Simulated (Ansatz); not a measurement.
The cluster ZrTe₂⁻. Charge -1, multiplicity 4. Geometry r2SCAN-D4/def2-TZVPD.

```xyz
3

Zr   -0.374    0.536   -0.874
Te   -0.037    1.506    1.621
Te    0.410   -2.042   -0.747
```

In the def2 sets Te, Zr take a core potential; there is no spin–orbit coupling. At PBE-D4/def2-TZVPD, revPBE-D4/def2-TZVPD, B97M-V/def2-TZVPD the highest occupied level of the charge -1 quartet lies above zero (up to 0.51 eV). The electron is either unbound and held by the finite basis, or the level is raised by self-interaction error. At PBE0-D4/def2-TZVPD a doublet of charge -1 lies 1.32 eV below the quartet, each at its own geometry. The structure comes from a short search, and lower isomers may exist.

Q: Estimate the α-spin orbital energies around the gap (eV) in Ansatz with HF/def2-TZVPD, PBE-D4/def2-TZVPD, revPBE-D4/def2-TZVPD, B97M-V/def2-TZVPD, PBE0-D4/def2-TZVPD.

A: 
```json
{"orbital": "HOMO−5", "HF/def2-TZVPD": "-5.51", "PBE-D4/def2-TZVPD": "-2.11", "revPBE-D4/def2-TZVPD": "-2.05", "B97M-V/def2-TZVPD": "-2.33", "PBE0-D4/def2-TZVPD": "-3.06"}
{"orbital": "HOMO−4", "HF/def2-TZVPD": "-5.05", "PBE-D4/def2-TZVPD": "-1.68", "revPBE-D4/def2-TZVPD": "-1.62", "B97M-V/def2-TZVPD": "-1.83", "PBE0-D4/def2-TZVPD": "-2.65"}
{"orbital": "HOMO−3", "HF/def2-TZVPD": "-4.59", "PBE-D4/def2-TZVPD": "-1.59", "revPBE-D4/def2-TZVPD": "-1.54", "B97M-V/def2-TZVPD": "-1.76", "PBE0-D4/def2-TZVPD": "-2.50"}
{"orbital": "HOMO−2", "HF/def2-TZVPD": "-3.70", "PBE-D4/def2-TZVPD": "-1.58", "revPBE-D4/def2-TZVPD": "-1.52", "B97M-V/def2-TZVPD": "-1.69", "PBE0-D4/def2-TZVPD": "-2.44"}
{"orbital": "HOMO−1", "HF/def2-TZVPD": "-3.51", "PBE-D4/def2-TZVPD": "-0.05", "revPBE-D4/def2-TZVPD": "-0.03", "B97M-V/def2-TZVPD": "-0.05", "PBE0-D4/def2-TZVPD": "-0.95"}
{"orbital": "HOMO", "HF/def2-TZVPD": "-2.78", "PBE-D4/def2-TZVPD": "0.50", "revPBE-D4/def2-TZVPD": "0.51", "B97M-V/def2-TZVPD": "0.20", "PBE0-D4/def2-TZVPD": "-0.70"}
{"orbital": "LUMO", "HF/def2-TZVPD": "3.29", "PBE-D4/def2-TZVPD": "0.97", "revPBE-D4/def2-TZVPD": "1.04", "B97M-V/def2-TZVPD": "1.17", "PBE0-D4/def2-TZVPD": "1.78"}
{"orbital": "LUMO+1", "HF/def2-TZVPD": "3.73", "PBE-D4/def2-TZVPD": "1.38", "revPBE-D4/def2-TZVPD": "1.45", "B97M-V/def2-TZVPD": "1.50", "PBE0-D4/def2-TZVPD": "2.18"}
{"orbital": "LUMO+2", "HF/def2-TZVPD": "3.86", "PBE-D4/def2-TZVPD": "1.52", "revPBE-D4/def2-TZVPD": "1.60", "B97M-V/def2-TZVPD": "1.57", "PBE0-D4/def2-TZVPD": "2.25"}
{"orbital": "LUMO+3", "HF/def2-TZVPD": "4.01", "PBE-D4/def2-TZVPD": "1.81", "revPBE-D4/def2-TZVPD": "1.87", "B97M-V/def2-TZVPD": "1.84", "PBE0-D4/def2-TZVPD": "2.46"}
{"orbital": "LUMO+4", "HF/def2-TZVPD": "4.14", "PBE-D4/def2-TZVPD": "2.48", "revPBE-D4/def2-TZVPD": "2.42", "B97M-V/def2-TZVPD": "2.41", "PBE0-D4/def2-TZVPD": "2.80"}
{"orbital": "LUMO+5", "HF/def2-TZVPD": "4.21", "PBE-D4/def2-TZVPD": "2.50", "revPBE-D4/def2-TZVPD": "2.44", "B97M-V/def2-TZVPD": "2.46", "PBE0-D4/def2-TZVPD": "2.83"}
{"orbital": "β HOMO", "HF/def2-TZVPD": "-3.51", "PBE-D4/def2-TZVPD": "-1.40", "revPBE-D4/def2-TZVPD": "-1.34", "B97M-V/def2-TZVPD": "-1.50", "PBE0-D4/def2-TZVPD": "-2.23"}
{"orbital": "β LUMO", "HF/def2-TZVPD": "2.57", "PBE-D4/def2-TZVPD": "-0.97", "revPBE-D4/def2-TZVPD": "-0.89", "B97M-V/def2-TZVPD": "-0.76", "PBE0-D4/def2-TZVPD": "-0.35"}
```
